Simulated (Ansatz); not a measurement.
Program: Ansatz. Geometries: PBE0-D4/def2-TZVP. ΔE: electronic, gas phase. CCSD(T)/CBS adds triple-zeta CCSD(T) − MP2 to the extrapolated MP2 energy (def2 sets, frozen cores). Functionals use def2-TZVPP. Elements past krypton have def2 core potentials. For W outer-core shells are correlated without core-valence functions, which leaves a few kJ/mol of doubt a bond. One conformer a species, not always the lowest.

`C[O][W](=[S])(=[S])[Cl]` + `CNBO` → `CN(C)BO` + `[OH][W](=[S])(=[S])[Cl]`  (substitution at a C–O bond)

`C[O][W](=[S])(=[S])[Cl]`:

Z-matrix (Å, degrees):
```
C
W 1 3.090
O 1 1.404 2 19.6
H 1 1.093 2 99.5 3 -122.9
H 1 1.093 2 98.9 3 125.1
H 1 1.091 2 127.9 3 1.4
S 2 2.122 1 100.5 3 122.9
S 2 2.122 1 99.7 3 -126.4
Cl 2 2.258 1 126.2 3 -2.2
```

`CNBO`:

```xyz
10

C     1.378   -0.536   -0.127
N    -0.061   -0.511   -0.084
B    -0.861    0.613    0.126
O    -2.225    0.458    0.138
H     1.753   -0.889   -1.094
H     1.758    0.474    0.029
H     1.801   -1.177    0.653
H    -0.511   -1.403   -0.220
H    -0.347    1.689    0.291
H    -2.685    1.284    0.288
```

`CN(C)BO`:

Cartesian coordinates in Å:
```
C -0.556 0.070 -1.295
N 0.077 -0.090 -0.009
C 1.043 -1.154 0.050
B -0.221 0.719 1.093
O -1.156 1.718 0.967
H -1.088 -0.844 -1.587
H -1.269 0.891 -1.259
H 0.186 0.283 -2.074
H 0.584 -2.123 -0.184
H 1.475 -1.210 1.049
H 1.856 -0.993 -0.669
H 0.347 0.528 2.135
H -1.276 2.204 1.782
```

`[OH][W](=[S])(=[S])[Cl]`:

Z-matrix (Å, degrees):
```
W
S 1 2.118
S 1 2.116 2 109.1
O 1 1.863 2 108.4 3 119.6
Cl 1 2.253 2 109.3 3 -119.2
H 4 0.962 1 123.3 2 -137.0
```

CCSD(T)/CBS gives -18.0 kJ/mol.

Task: Another level gave -14.7 kJ/mol. Which?
A. HF/def2-TZVPP
B. BHLYP-D4/def2-TZVPP
C. LDA (SPW92)/def2-TZVPP
D. r2SCAN-D4/def2-TZVPP

Result: D. r2SCAN-D4 -14.7, BHLYP-D4 -9.4, LDA (SPW92) -22.8, HF/def2-TZVPP -3.2 kJ/mol.

Largest T1 diagnostic among the species: 0.022, so the coupled-cluster value is less sure than usual.

In def2-TZVPP, CCSD(T) changes the Hartree–Fock value by −12.2 kJ/mol (the triples alone add −0.1 kJ/mol) and MP2 by −12.9 kJ/mol. From BLYP to BHLYP (50 % exact exchange), in def2-TZVPP and without D4, ΔE moves by −3.4 kJ/mol.

CCSD(T)/CBS has its own doubt, a few kJ/mol and more with outer-core shells, so smaller differences from it don't rank the levels.
